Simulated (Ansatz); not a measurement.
Cost and result for the atomization energy of BH₆NOSiZn (`[OH][Zn][NH]B[SiH3]`) (11 atoms, 10 bonds).

```xyz
11

O     2.804   -1.498   -0.197
Zn    1.442   -0.445   -0.622
N     0.211    0.724   -1.352
B    -0.984    1.010   -0.706
Si   -1.220    0.046    1.055
H     2.704   -1.962    0.636
H     0.389    1.176   -2.238
H    -1.785    1.769   -1.179
H    -1.275    0.896    2.277
H    -2.338   -0.935    1.133
H     0.052   -0.781    1.195
```

The species carries charge 0 and has multiplicity 1. For Zn the d shell is correlated and the shells below it are frozen. Scalar relativity is left out up to krypton. The structure was optimised at the PBE0-D4/def2-TZVP level. It is one conformer, not always the lowest. Program: Ansatz. All runs use 4 threads of an Arm Neoverse N1 on a shared host. Times are those of one run each, without the atoms' runs, and a repeat can differ threefold. Electronic energies, without spin–orbit coupling; frozen cores. CCSD(T)/CBS adds CCSD(T) − MP2 in def2-TZVPP to the MP2 limit, and its time is that of the two runs behind it. T1 = 0.017. With those shells the extrapolation isn't a true limit. B3LYP takes the VWN-RPA correlation (the form of Gaussian; ORCA's B3LYP/G). HSE06 is the plane-wave form, built on full-range PBE exchange.

CCSD(T)/CBS is a level of theory with its own doubt, some kJ/mol a heavy atom from the limit and from the frozen cores, so smaller differences don't rank the functionals.

```json
{"level": "LDA (SPW92)/def2-TZVPP", "functions": "283", "wall time": "2.9 s"}
{"level": "revPBE-D4/def2-TZVPP", "functions": "283", "wall time": "4.7 s"}
{"level": "BHLYP-D4/def2-TZVPP", "functions": "283", "wall time": "8.5 s"}
{"level": "HSE06-D4/def2-TZVPP", "functions": "283", "wall time": "9 s"}
{"level": "CAM-B3LYP-D4/def2-TZVPP", "functions": "283", "wall time": "9.5 s"}
{"level": "r2SCAN-D4/def2-TZVPP (with forces)", "functions": "283", "wall time": "10 s"}
{"level": "B3LYP-D4/def2-TZVPP (with forces)", "functions": "283", "wall time": "13 s"}
{"level": "B2PLYP/def2-TZVPP", "functions": "283", "wall time": "14 s"}
{"level": "CCSD(T)/def2-SVP", "functions": "121", "wall time": "16 s"}
{"level": "B97M-V/def2-TZVPP", "functions": "283", "wall time": "20 s"}
{"level": "MP2/def2-QZVPP", "functions": "521", "wall time": "50 s"}
{"level": "CCSD(T)/def2-TZVPP", "functions": "283", "wall time": "9.2 min"}
{"level": "CCSD(T)/CBS(def2)", "functions": "–", "wall time": "10 min"}
```

Problem. What atomization energy does each give, and how far from CCSD(T)/CBS? (Estimate.)

Solution. Computed: 
```csv
level,atomization (kJ/mol),difference from CCSD(T)/CBS,per bond
LDA (SPW92)/def2-TZVPP,3999.1,503.9,50.4
revPBE-D4/def2-TZVPP,3443.4,-51.8,-5.2
BHLYP-D4/def2-TZVPP,3385.5,-109.7,-11.0
HSE06-D4/def2-TZVPP,3474.7,-20.5,-2.0
CAM-B3LYP-D4/def2-TZVPP,3514.6,19.4,1.9
r2SCAN-D4/def2-TZVPP (with forces),3510.8,15.6,1.6
B3LYP-D4/def2-TZVPP (with forces),3481.6,-13.6,-1.4
B2PLYP/def2-TZVPP,3449.6,-45.6,-4.6
CCSD(T)/def2-SVP,3252.7,-242.5,-24.2
B97M-V/def2-TZVPP,3491.0,-4.2,-0.4
MP2/def2-QZVPP,3516.6,21.4,2.1
CCSD(T)/def2-TZVPP,3393.0,-102.2,-10.2
CCSD(T)/CBS(def2),3495.2,0.0,0.0
```

At CCSD(T), def2-SVP lies −242.4 kJ/mol from the extrapolated value and def2-TZVPP −102.2 kJ/mol: correlation converges slowly with the basis, and small sets miss more of it in the bonded molecule than in its fragments. The D4 term adds +37.5 kJ/mol with B3LYP and +19.7 kJ/mol with PBE0; it sums over pairs of atoms, weighted by their polarisabilities, and B3LYP, whose exchange is more repulsive, gets the larger term. From PBE to PBE0 (25 % exact exchange), in def2-TZVPP and without D4, the atomization energy moves by −59.2 kJ/mol: exact exchange takes away binding that semilocal exchange gives to molecules.
